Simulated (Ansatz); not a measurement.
Species: sum formula SiBrF₂, charge 1, multiplicity 1. 
Coordinates optimised at B3LYP-D3(BJ)/def2-TZVP (Ansatz, a first-principles code):
```xyz
4

Si    -0.5364     0.6754     0.0925
Br     0.7536    -0.9489    -0.1300
F     -0.0365     2.1264     0.1569
F     -2.0597     0.5132     0.2047
```
Charge +1, spin multiplicity 1.

Basis-set convergence of Hartree-Fock and MP2 correlation energies (hartree) with Ansatz. Cores are frozen in the correlated levels unless marked. Spin-orbit coupling is left out. Frozen are the shells of the preceding noble gas and the d and f shells that filled before the atom's block. Non-relativistic.

| basis | functions | E(HF) | E(corr, MP2) |
|---|---|---|---|
| def2-SVPD | 111 | -3059.49397 | -0.58755 |
| def2-TZVPPD | 185 | ___ | ___ |

Problem. Fill in the missing entries.

Solution. 
- def2-TZVPPD, E(HF): -3060.17809
- def2-TZVPPD, E(corr, MP2): -0.74983
